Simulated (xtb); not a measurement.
xtb input (GFN1-xTB):

```bash
xtb mol.xyz --gfn 1 --sp --chrg 0 --uhf 0
```
mol.xyz:
```
2

Ga    -0.00000000    -0.00000000    -0.40510264
F      0.00000000     0.00000000     1.39535353
```

End of the output:

```
         :::::::::::::::::::::::::::::::::::::::::::::::::::::
         ::                     SUMMARY                     ::
         :::::::::::::::::::::::::::::::::::::::::::::::::::::
         :: total energy              -6.506838943936 Eh    ::
         :: gradient norm              0.021832248512 Eh/a0 ::
         :: HOMO-LUMO gap              6.722347504235 eV    ::
         ::.................................................::
         :: SCC energy                -6.509265725932 Eh    ::
         :: -> electrostatic           0.038685914765 Eh    ::
         :: repulsion energy           0.002583986453 Eh    ::
         :: dispersion energy         -0.000157204457 Eh    ::
         :: halogen bond corr.         0.000000000000 Eh    ::
         :: add. restraining           0.000000000000 Eh    ::
         :: total charge               0.000000000000 e     ::
         :::::::::::::::::::::::::::::::::::::::::::::::::::::

           -------------------------------------------------
          |                Property Printout                |
           -------------------------------------------------

    * Orbital Energies and Occupations

         #    Occupation            Energy/Eh            Energy/eV
      -------------------------------------------------------------
         1        2.0000           -0.7439577             -20.2441
         2        2.0000           -0.5094007             -13.8615
         3        2.0000           -0.4557757             -12.4023
         4        2.0000           -0.4557757             -12.4023
         5        2.0000           -0.4128389             -11.2339 (HOMO)
         6                         -0.1657971              -4.5116 (LUMO)
         7                         -0.1657971              -4.5116
         8                         -0.0866605              -2.3582
         9                         -0.0866605              -2.3582
        10                         -0.0811574              -2.2084
        11                         -0.0598163              -1.6277
        12                         -0.0598163              -1.6277
        13                          0.1332527               3.6260
      -------------------------------------------------------------
                  HL-Gap            0.2470417 Eh            6.7223 eV
             Fermi-level           -0.2893180 Eh           -7.8727 eV

  Mulliken/CM5 charges         n(s)   n(p)   n(d)
     1Ga    0.41048  0.42307   1.948  0.508  0.133
     2F    -0.41048 -0.42307   1.794  5.617  0.000

Wiberg/Mayer (AO) data.
largest (>0.10) Wiberg bond orders for each atom

 ---------------------------------------------------------------------------
     #   Z sym  total        # sym  WBO       # sym  WBO       # sym  WBO
 ---------------------------------------------------------------------------
Note: The following floating-point exceptions are signalling: IEEE_DENORMAL
normal termination of xtb
     1  31 Ga   1.059 --     2 F    1.059
     2   9 F    1.059 --     1 Ga   1.059
 ---------------------------------------------------------------------------

Topologies differ in total number of bonds
Writing topology from bond orders to xtbtopo.mol

 dipole moment from electron density (au)
     X       Y       Z
   0.0000   0.0000  -1.5046  total (Debye):    3.824

           -------------------------------------------------
          | TOTAL ENERGY               -6.506838943936 Eh   |
          | GRADIENT NORM               0.021832248512 Eh/α |
          | HOMO-LUMO GAP               6.722347504235 eV   |
           -------------------------------------------------

------------------------------------------------------------------------
------------------------------------------------------------------------
 total:
 SCF:
```
